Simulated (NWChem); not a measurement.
Molecule: CH₇BO₂Si; SMILES OB(O)C[SiH3]

```xyz
12

Si     0.0000    -1.8025     0.2713
C      0.0003    -0.3305    -0.9255
B      0.0000     1.0549    -0.1425
O     -1.1558     1.6896     0.2416
O      1.1556     1.6899     0.2418
H     -0.0032    -3.1166    -0.4647
H      1.2221    -1.7561     1.1501
H     -1.2195    -1.7522     1.1535
H     -0.8913    -0.4367    -1.5808
H      0.8916    -0.4365    -1.5811
H     -1.9480     1.2030    -0.0382
H      1.9480     1.2036    -0.0381
```
Atoms are numbered in this order, from 1.

Program: NWChem. Coordinates come from a PBE-D3(BJ)/def2-SVP optimisation. Not confirmed as a minimum by frequencies.

Problem. Taking PBE/pcseg-2 as the yardstick, which of these has the fewest basis functions while keeping “highest occupied level (eV)” within 0.1 eV of it: PBE/pcseg-1; PBE/STO-3G; PBE/def2-SVP; PBE/aug-pcseg-1?

Solution. PBE/pcseg-1.
```json
[
 {"level": "PBE/STO-3G", "basis functions": "36", "highest occupied level (eV)": "-3.24", "relative time (rough)": "1"},
 {"level": "PBE/pcseg-1", "basis functions": "109", "highest occupied level (eV)": "-7.30", "relative time (rough)": "3"},
 {"level": "PBE/def2-SVP", "basis functions": "109", "highest occupied level (eV)": "-7.14", "relative time (rough)": "3"},
 {"level": "PBE/aug-pcseg-1", "basis functions": "182", "highest occupied level (eV)": "-7.42", "relative time (rough)": "9"},
 {"level": "PBE/pcseg-2", "basis functions": "252", "highest occupied level (eV)": "-7.37", "relative time (rough)": "20"}
]
```

The yardstick is one finite set, not the basis-set limit.
